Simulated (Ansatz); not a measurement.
Program: Ansatz. Geometries: PBE0-D4/def2-TZVP. ΔE: electronic, gas phase. CCSD(T)/CBS is the MP2 limit (def2-TZVPP, def2-QZVPP) plus CCSD(T) − MP2 in def2-TZVPP, frozen cores. This one scheme is used for every species. DFT in def2-TZVPP. B3LYP here is the variant with VWN-RPA as its local correlation; programs differ in this. Elements past krypton have def2 core potentials. For Sb outer-core shells are correlated without core-valence functions, which leaves a few kJ/mol of doubt a bond. Each species was taken in one conformer, which may not be the lowest.

Consider the formal exchange of groups at the Si–C bond: `CC[SiH2][SbH2]` + CH₃OH → `OC[SiH2][SbH2]` + ethane.

Q: Is it downhill or uphill in electronic energy at CCSD(T)/CBS, and by how much? (An estimate is asked.)

A: Computed: Uphill: ΔE = +1.5 kcal/mol.

Q: What do these levels give: PBE0-D4, B3LYP-D4, ωB97X-V, ωB97M-V, B2PLYP, B3LYP, HF/def2-TZVPP, MP2/def2-TZVPP, SCS-MP2/def2-TZVPP, CCSD(T)/def2-TZVPP, HF/CBS(def2), MP2/CBS(def2)? (Best estimate.)

A: The calculation gave: PBE0-D4 0.8, B3LYP-D4 0.6, ωB97X-V 1.0, ωB97M-V 0.8, B2PLYP 0.7, B3LYP 0.0, HF/def2-TZVPP 2.1, MP2/def2-TZVPP 1.9, SCS-MP2/def2-TZVPP 1.9, CCSD(T)/def2-TZVPP 1.4, HF/CBS(def2) 2.2, MP2/CBS(def2) 1.9 kcal/mol.

Largest T1 diagnostic among the species: 0.013.

From PBE to PBE0 (25 % exact exchange), in def2-TZVPP and without D4, ΔE moves by +1.0 kcal/mol.
